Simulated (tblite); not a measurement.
Compound: C9H18Ge.
Numbering: `[CH3:1]/[CH:2]=[C:3](/[CH3:4])[C@@H:5]1[GeH2:6][CH2:7][CH2:8][C@H:9]1[CH3:10]` (hydrogens: H11, H12, H13 on C1; H14 on C2; H15, H16, H17 on C4; H18 on C5; H19, H20 on Ge6; H21, H22 on C7; H23, H24 on C8; H25 on C9; H26, H27, H28 on C10)

Cartesian coordinates in Å at the GFN2-xTB level; atoms count from 1:
```xyz
28
C9H18Ge angstrom
C      2.639    1.594   -0.751
C      2.459    0.114   -0.596
C      1.339   -0.492   -0.210
C      1.286   -1.984   -0.055
C      0.097    0.259    0.139
Ge    -0.285    0.392    2.102
C     -2.226    0.088    1.814
C     -2.384    0.310    0.310
C     -1.205   -0.335   -0.421
C     -1.294   -0.125   -1.928
H      3.651    1.822   -1.075
H      1.946    2.000   -1.488
H      2.459    2.105    0.196
H      3.330   -0.490   -0.812
H      0.795   -2.246    0.884
H      0.725   -2.441   -0.871
H      2.288   -2.407   -0.056
H      0.179    1.283   -0.236
H      0.050    1.734    2.704
H      0.392   -0.622    2.989
H     -2.879    0.745    2.385
H     -2.488   -0.940    2.070
H     -2.387    1.383    0.097
H     -3.328   -0.104   -0.052
H     -1.234   -1.408   -0.210
H     -2.193   -0.588   -2.329
H     -1.325    0.938   -2.160
H     -0.429   -0.557   -2.425
```

Computed with GFN2-xTB (tblite): harmonic, unscaled wavenumbers at the GFN2-xTB geometry, gas phase. The method is semi-empirical: single wavenumbers can be off by several per cent or more. Modes of hydrogen on germanium can be 10 to 20 % off. One conformer, not necessarily the lowest.

Harmonic wavenumbers (cm⁻¹): 29.2, 61.6, 111.6, 131.0, 158.3, 187.6, 198.9, 207.9, 224.6, 248.0, 297.2, 330.7, 368.7, 416.0, 450.9, 466.6, 489.4, 525.2, 532.8, 588.9, 619.6, 687.2, 768.3, 796.1, 837.4, 857.5, 899.2, 926.7, 964.1, 1004.1, 1017.3, 1023.9, 1041.4, 1042.9, 1060.4, 1091.5, 1102.0, 1119.7, 1152.4, 1176.7, 1186.4, 1229.3, 1246.2, 1272.4, 1292.1, 1324.8, 1345.7, 1351.2, 1399.8, 1408.0, 1415.6, 1462.0, 1481.8, 1492.9, 1493.6, 1496.0, 1496.1, 1502.5, 1506.4, 1717.7, 1907.0, 1978.9, 2935.0, 2940.5, 2949.2, 2964.0, 2967.9, 2974.4, 2976.1, 2990.9, 2995.0, 2997.1, 3019.5, 3023.4, 3033.3, 3037.1, 3043.6, 3057.9.

A = 1170, B = 765.9, C = 600.6 MHz; mass 200.062 u (most abundant isotopes); point group C1, symmetry number 1.

Task: Zero-point energy?

Result: ½Σν̃ = 52562 cm⁻¹ = 150.28 kcal/mol.

Task: Entropy at 273.15 K, 1 bar (ideal gas, RRHO, classical rotation)?

Result: Translation 41.38, rotation 30.51, vibration 37.11: S = 109.0 cal/(mol K).

Task: And Cp and H(273.15 K) − H(0)?

Result: Cp = 48.07 cal/(mol K), of which vibrations give 40.12 (their classical limit is 78 R = 155.0); H(273.15 K) − H(0) = 7.62 kcal/mol without the zero-point energy, 5.45 from vibrations.

Task: How do the functions run with temperature in this model?

Result: 
```csv
T (K),S (cal/(mol K)),Cp (cal/(mol K)),H − H(0) (kcal/mol),G − H(0) (kcal/mol),ln q(vib)
100,75.3,22.9,1.46,-6.07,2.38
200,95.8,37.5,4.50,-14.66,5.95
300,113.7,52.1,8.97,-25.14,9.62
500,146.9,79.5,22.22,-51.25,16.99
800,190.9,107.4,50.60,-102.11,27.76
1000,216.2,119.7,73.37,-142.88,34.53
```

q(vib) and H(0) count from the zero-point level.

Task: Blend soft modes into free rotors: weight 1/[1 + (100 cm⁻¹/ν̃)⁴] for the oscillator and the rest for a rotor with moment μB/(μ + B), μ = h/(8π²ν), B = 10⁻⁴⁴ kg m². What vibrational entropy results?

Result: 34.36 cal/(mol K) in place of 37.11, which changes −T·S at 273.15 K by +0.75 kcal/mol.

Task: Which modes carry the vibrational entropy at 273.15 K?

Result: 29.2 cm⁻¹: 5.71; 61.6 cm⁻¹: 4.23; 111.6 cm⁻¹: 3.07; 131.0 cm⁻¹: 2.76; 158.3 cm⁻¹: 2.40; 187.6 cm⁻¹: 2.09 cal/(mol K); the other 72 give 16.84 together.

Hindered rotation and anharmonicity are outside this model. Other conformers, if any are populated, would add a mixing term that is left out. The structure is chiral; the term R ln 2 for an equal mix with its mirror image is left out.
